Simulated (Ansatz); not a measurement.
C3H6OSi, SMILES C#C[SiH2]CO.

Coordinates come from a TPSSh-D3(BJ)/def2-SVP optimisation. The structure was generated by enumeration, and PubChem lists no compound with its InChIKey, so it may never have been made. Other conformers were not sampled.

Two levels are set side by side: PBE/def2-SVPD (Ansatz, a first-principles code) and CAM-B3LYP/def2-SVPD (Ansatz). Energy differences of separate SCF runs at the same geometry; the states with an electron removed or added have multiplicity 2 and 2. Differences are taken from unrounded values.

```csv
quantity,CAM-B3LYP
vertical ionisation energy (eV),10.27
vertical singlet–triplet gap (eV),5.11
```

Q: What does PBE give, and how far is it from CAM-B3LYP? (An estimate is asked for; the answer gives what the named calculation found.)

A: 
```
quantity                            PBE  PBE minus CAM-B3LYP
---------------------------------  ----  -------------------
vertical ionisation energy (eV)    9.54                -0.73
vertical singlet–triplet gap (eV)  5.03                -0.07
```
